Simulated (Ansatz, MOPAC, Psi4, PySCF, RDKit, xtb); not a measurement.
Dimer: dimethyl selenide (SMILES C[Se]C) (first 9 atoms) with H2O (SMILES O); geometry from B3LYP-D3(BJ)/def2-TZVP, rigid monomers moved along the line of their centres of mass till Se2···H12 is 3.50 Å.
(charge 0, multiplicity 1):
```xyz
12

C     -0.894     1.694    -0.207
Se     0.599     0.449     0.068
C     -0.431    -1.204    -0.179
H     -1.661     1.513     0.542
H     -0.494     2.699    -0.091
H     -1.292     1.573    -1.212
H     -1.218    -1.256     0.570
H      0.262    -2.031    -0.046
H     -0.846    -1.231    -1.184
O     -1.608     0.135     3.818
H     -1.301     0.180     4.729
H     -0.814     0.256     3.270
```

```
level                            interaction energy (meV)  cost
-------------------------------  ------------------------  ----
UFF                                                 -28.9     -
GFN-FF                                              -76.1     -
AM1                                                 -33.7     -
PM3                                                 -72.8     -
PM6                                                 -57.9     -
PM7                                                 -55.2     -
GFN1-xTB                                            -29.7     -
GFN2-xTB                                            -88.6     -
HF/STO-3G (no counterpoise)                         -38.9     -
HF/3-21G (no counterpoise)                          -95.4     -
HF/6-31G*                                           -82.2     -
HF/6-31G* (no counterpoise)                         -92.7     -
HF/aug-cc-pVDZ                                      -78.5     -
PBE/def2-TZVPPD                                     -95.0    ×1
PBE-D3(BJ)/def2-TZVPPD                             -119.3    ×1
PBE-D4/def2-TZVPPD                                 -115.3    ×1
BP86/6-31G* (no counterpoise)                       -86.5     -
r2SCAN/def2-TZVPPD                                  -97.6    ×2
r2SCAN-D3(BJ)/def2-TZVPPD                          -110.3    ×2
r2SCAN-D4/def2-TZVPPD                              -108.2    ×2
B3LYP/3-21G (no counterpoise)                      -101.5     -
B3LYP/6-31G*                                        -83.4     -
B3LYP/6-31G* (no counterpoise)                      -98.9     -
B3LYP/def2-TZVPPD                                   -73.0    ×1
B3LYP-D3(BJ)/def2-TZVPPD                           -108.9    ×1
B3LYP-D4/def2-TZVPPD                               -100.9    ×1
PBE0/def2-TZVPPD                                    -90.9    ×1
PBE0-D3(BJ)/def2-TZVPPD                            -115.3    ×1
PBE0-D4/def2-TZVPPD                                -111.2    ×1
M06-2X/6-31G* (no counterpoise)                    -115.7     -
wB97X-V/def2-TZVPPD                                -106.0    ×3
wB97M-V/def2-TZVPPD                                -103.0    ×4
MP2/6-31G*                                          -97.1     -
MP2/6-31G* (no counterpoise)                       -118.1     -
MP2/aug-cc-pVDZ                                    -102.9     -
SCS-MP2/aug-cc-pVDZ                                 -94.4     -
CCSD/aug-cc-pVDZ                                    -97.1     -
CCSD(T)/aug-cc-pVDZ                                -101.7    ×9
SAPT0/aug-cc-pVDZ                                  -110.4     -
```

The rows run from -119.3 (PBE-D3(BJ)/def2-TZVPPD) to -28.9 meV (UFF). In aug-cc-pVDZ the value moves HF -78.5, MP2 -102.9, CCSD -97.1, CCSD(T) -101.7, a shift of -23.2 from HF to CCSD(T). The dispersion term adds -24.4 in PBE-D3(BJ), -20.3 in PBE-D4, -12.7 in r2SCAN-D3(BJ). The 6 functionals in def2-TZVPPD without D3 or D4 span 33.0, from wB97X-V to B3LYP.

Counterpoise-corrected where a basis set is named; no monomer relaxation. Rows marked so take none. RDKit's UFF carries no charges.

Cores are frozen in the correlated methods. Filled d and f shells under p-block atoms count as core. Rows in 3-21G, 6-31G*, STO-3G carry no dispersion term and start afresh at each structure (6-31G* with six Cartesian d functions); the Pople sets are all-electron and without relativity. MP2/6-31G* freezes PySCF's default core, which leaves 3d correlated. The state that AM1, PM3, PM6, PM7 reach isn't checked; PM7 holds dispersion and hydrogen-bond terms.

Codes used: Ansatz (Gaussian basis) for Hartree–Fock, density functionals and correlated methods; MOPAC for AM1, PM3, PM6, PM7 (differences of heats of formation); Psi4 for SAPT; PySCF for 3-21G rows, 6-31G* rows, STO-3G rows, the dispersion terms; RDKit for the force fields; xtb for the GFN methods. Values without a source in brackets are computed.

Costs are rough ratios of core time to PBE/def2-TZVPPD (about 8 s over the structures, on one shared machine); a dash marks a level with no comparable run of its own.

Ansatz is a quantum-chemistry and plane-wave program.
